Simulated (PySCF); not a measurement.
ClZn, charge +1. Atoms are numbered in the order given.

```xyz
2

Zn     0.0000     0.0000    -0.7430
Cl     0.0000     0.0000     1.3112
```
Charge +1, spin multiplicity 1.

Coordinates come from a PBE0-D3(BJ)/def2-TZVP optimisation. The multiplicity is an assumed one; other spin states were not compared.

The numbers are results of HF/def2-TZVPD run with PySCF, not measurements.

The molecule is in vacuum.

total energy: -2237.05110 hartree
point group: C∞v
highest occupied level: -17.77 eV
lowest empty level: -7.79 eV
orbital gap: 9.99 eV
dipole moment about the centre of nuclear charge: 6.95 D
mean static polarisability: 26.3 bohr³ (3.90 Å³)
polarisability, principal values: 21.6, 21.6, 35.7 bohr³
